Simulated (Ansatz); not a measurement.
`C=C(C)CC(C)(C)C` + BH₃ → `BC(=C)C` + `CC(C)(C)C`  (formal exchange of groups at a C–C bond)

Program: Ansatz. Geometries: PBE0-D4/def2-TZVP. ΔE: electronic, gas phase. CBS: MP2 limit from def2 TZ/QZ plus the TZ coupled-cluster correction, frozen cores. This one scheme is used for every species. DFT in def2-TZVPP. Each species was taken in one conformer, which may not be the lowest.

| species | B2PLYP energy (Eh) |
| --- | --- |
| `C=C(C)CC(C)(C)C` | -314.28282 |
| BH₃ | -26.58094 |
| `BC(=C)C` | -143.24745 |
| `CC(C)(C)C` | -197.64362 |

(1) Work out ΔE.

Largest T1 diagnostic among the species: 0.010.

Answers

(1) ΔE = (-143.24745) + (-197.64362) − (-314.28282) − (-26.58094) = -0.02731 Eh = -71.7 kJ/mol. CCSD(T)/CBS gives -60.0 kJ/mol.

The D4 term adds +15.3 kJ/mol with B3LYP and +9.6 kJ/mol with PBE0; it sums over pairs of atoms, weighted by their polarisabilities, and B3LYP, whose exchange is more repulsive, gets the larger term. In def2-TZVPP, CCSD(T) changes the Hartree–Fock value by +16.7 kJ/mol (the triples alone add +1.9 kJ/mol) and MP2 by +19.8 kJ/mol.

B3LYP here is the variant with VWN-RPA as its local correlation; programs differ in this.
